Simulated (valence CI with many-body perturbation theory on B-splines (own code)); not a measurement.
Level structure of Ni¹³⁺

Level of theory: configuration interaction combined with many-body perturbation theory (CI+MBPT): five valence electrons over a frozen Dirac-Fock core [Ne], a basis of 9 s, 9 p, 8 d, 6 f, 3 g, 1 h functions for each j, with the one-electron correlation potential Σ1, the two-electron term Σ2, the three-electron term Σ3, Breit, model QED; selected CI, second order for the rest, scaled by the run's own slope (own B-spline code, finite nucleus).

No measured levels were compared; by estimate levels of excited configurations hold to 0.05 to 0.15 % of their energy, terms of the ground configuration to about 0.5 %. Among the levels kept, up to 1600 cm⁻¹ of a level comes from second order outside the variational space, and about a tenth of that is noise between levels of different J, which matters for small intervals.

Levels 1 to 32 of 32, with energies above the lowest level, 3s2.3p3 4S°_3/2. "Leading %" is the weight of the configuration and term that name the level; weights of strongly mixed levels are sums over their largest components and can fall short, so below about 35 % the name and the second component can differ from the true leading terms, or belong to a minority configuration. Lifetimes count E1, E2, E3, M1 and M2 decay at the calculated energies, and are blank where another channel may lead or the interval is too uncertain; long ones can be off by a factor of two.

```
No.  Configuration  Term    J  E (eV)  Leading %  Lifetime    Second component
  1        3s2.3p3   4S°  3/2   0.000         92               4 % 3s2.3p3 2P°
  2        3s2.3p3   2D°  3/2   5.706         81   5.45 ms    14 % 3s2.3p3 2P°
  3        3s2.3p3   2D°  5/2   6.674         97   70.5 ms                    
  4        3s2.3p3   2P°  1/2  10.599         96   1.50 ms                    
  5        3s2.3p3   2P°  3/2  12.026         78    627 μs    15 % 3s2.3p3 2D°
  6         3s.3p4    4P  5/2  39.220         87    478 ps   9 % 3s2.3p2.3d 4P
  7         3s.3p4    4P  3/2  41.017         88    431 ps  10 % 3s2.3p2.3d 4P
  8         3s.3p4    4P  1/2  41.750         86    400 ps  10 % 3s2.3p2.3d 4P
  9         3s.3p4    2D  3/2  48.615         74    207 ps  19 % 3s2.3p2.3d 2D
 10         3s.3p4    2D  5/2  49.066         76    238 ps  19 % 3s2.3p2.3d 2D
 11     3s2.3p2.3d    2P  3/2  55.537         49   87.6 ps      44 % 3s.3p4 2P
 12         3s.3p4    2S  1/2  56.185         32   75.0 ps      30 % 3s.3p4 2P
 13         3s.3p4    2S  1/2  59.057         48   98.4 ps  21 % 3s2.3p2.3d 2P
 14     3s2.3p2.3d    4F  3/2  60.178         91   2.18 ns                    
 15     3s2.3p2.3d    4F  5/2  60.900         88   3.88 ns   8 % 3s2.3p2.3d 4D
 16     3s2.3p2.3d    4F  7/2  61.970         90   21.7 ns   6 % 3s2.3p2.3d 4D
 17     3s2.3p2.3d    2F  5/2  62.609         77   4.65 ns  17 % 3s2.3p2.3d 4D
 18     3s2.3p2.3d    4F  9/2  63.221         93                              
 19     3s2.3p2.3d    2F  7/2  63.424         52   18.1 ns  42 % 3s2.3p2.3d 4D
 20     3s2.3p2.3d    4D  1/2  63.471         94    681 ps                    
 21     3s2.3p2.3d    4D  3/2  63.641         90    685 ps   4 % 3s2.3p2.3d 4F
 22     3s2.3p2.3d    4D  5/2  64.460         69   1.00 ns  20 % 3s2.3p2.3d 2F
 23     3s2.3p2.3d    4D  7/2  66.219         49    164 ns  42 % 3s2.3p2.3d 2F
 24     3s2.3p2.3d    2G  7/2  70.212         93   1.75 ns                    
 25     3s2.3p2.3d    2G  9/2  70.857         93                              
 26     3s2.3p2.3d    2P  3/2  70.964         47   12.6 ps      42 % 3s.3p4 2P
 27     3s2.3p2.3d    4P  5/2  72.382         82   10.2 ps       8 % 3s.3p4 4P
 28     3s2.3p2.3d    2P  1/2  73.094         40   11.9 ps      27 % 3s.3p4 2P
 29     3s2.3p2.3d    4P  3/2  73.104         76   10.3 ps       8 % 3s.3p4 4P
 30     3s2.3p2.3d    4P  1/2  73.783         61   9.85 ps      13 % 3s.3p4 2P
 31     3s2.3p2.3d    2D  3/2  74.528         78   42.6 ps   8 % 3s2.3p2.3d 4P
 32     3s2.3p2.3d    2D  5/2  76.399         82   19.9 ps       9 % 3s.3p4 2D
```

Names give the largest LS component (configuration and term), which can be under half, so a name can repeat, a term be missing and a line seem to break the LS rules; names also repeat where a configuration has a term twice.

The ionisation energy to 3s2.3p2 3P_0 of the next ion comes out as 424.89 eV (NIST: 429.3 ± 0.8 eV (semi-empirical), further off than twice its uncertainty). All 32 levels together are meant to be complete up to 77.495 eV.
